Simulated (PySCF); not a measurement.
SMILES OB(O)[CH2][GeH3] (CH7BGeO2), PBE0/def2-SVP optimised geometry.

```
12

Ge    -1.19     1.49     1.83
C     -0.81     0.87     0.00
B      0.04    -0.46     0.00
O      1.41    -0.46     0.00
O     -0.53    -1.70     0.04
H     -2.02     2.79     1.79
H     -1.98     0.41     2.60
H      0.13     1.77     2.58
H     -0.29     1.70    -0.51
H     -1.78     0.74    -0.50
H      1.78     0.42    -0.02
H     -1.49    -1.66     0.05
```

Density from PySCF with PBE0/def2-TZVP at that geometry.

Minimum of the electron density along straight lines between bonded atoms, close to the bond critical point (lines longer than 1.1 times the sum of covalent radii, or with two minima, are not listed):

| bond | length / Å | ρ at the minimum / e bohr⁻³ | ∇²ρ there / e bohr⁻⁵ | position (fraction from the first atom) |
|---|---|---|---|---|
| Ge1–C2 | 1.966 | 0.122 | 0.09 | 0.47 |
| C2–B3 | 1.582 | 0.181 | -0.26 | 0.67 |
| B3–O4 | 1.362 | 0.210 | 0.93 | 0.33 |
| B3–O5 | 1.362 | 0.210 | 0.93 | 0.33 |
| Ge1–H6 | 1.542 | 0.132 | 0.06 | 0.59 |
| Ge1–H7 | 1.542 | 0.132 | 0.06 | 0.59 |
| Ge1–H8 | 1.541 | 0.132 | 0.06 | 0.59 |
| C2–H9 | 1.102 | 0.265 | -0.85 | 0.64 |
| C2–H10 | 1.103 | 0.264 | -0.85 | 0.64 |
| O4–H11 | 0.960 | 0.362 | -2.49 | 0.81 |
| O5–H12 | 0.960 | 0.362 | -2.49 | 0.81 |
